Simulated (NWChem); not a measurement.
# C2H2BCl; SMILES C#CBCl

Task: Give the equilibrium geometry at PBE0/def2-SVP (NWChem) as a list of bonds and angles, with the point group.

Result: point group Cs; any orientation.
Bond lengths (Å): B1–C2 1.513, B1–Cl5 1.748, B1–H6 1.203, C2–C3 1.219, C3–H4 1.076. Angles (°): C2–B1–Cl5 120.2, C2–B1–H6 122.0, Cl5–B1–H6 117.8, B1–C2–C3 178.8, C2–C3–H4 179.7.
